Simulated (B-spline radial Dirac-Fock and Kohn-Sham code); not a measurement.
Binding energies of Tb²⁴⁺ at several levels of theory

System: the Tb²⁴⁺ ion, 1s2 2s2 2p6 3s2 3p6 3d10 4s2 4p6 4d5.

The density-functional columns are spherical, spin-unpolarised Dirac-Kohn-Sham results without Breit or QED terms: −ε is minus the orbital energy of the initial state and ΔSCF the difference of two total energies. The reference in the last column comes from multi-electron Dirac-Fock with separately optimised hole states, Breit and Lamb-shift corrections added in first order. All numbers are from an atomic code on a B-spline grid, in eV; a selection of levels is shown. The Kohn-Sham columns are given as differences from the reference. For the 1s level of heavy atoms much of the gap between ΔSCF and the reference is the Breit and QED part, -227.5 eV here; for other levels the error of the functional can be larger.

```tsv
level	LDA −ε − DF	LDA ΔSCF − DF	Dirac-Fock
K	-271.2	+214.2	52767.3
L1	-162.6	-59.5	9488.8
L2	-123.6	+2.5	9027.7
L3	-131.4	-16.7	8289.8
M1	-88.5	-46.2	2727.0
M2	-73.0	-28.9	2528.6
M3	-71.8	-29.8	2371.7
M4	-50.0	-2.8	2034.9
M5	-50.8	-4.3	2001.6
N1	-37.3	-15.2	1082.4
N2	-26.4	-4.4	997.1
N3	-26.6	-5.4	954.9
N4,5	-19.0	+2.0	818.2
```

Values without a named source are computed, but for edge energies of neutral atoms, which are taken from tables.
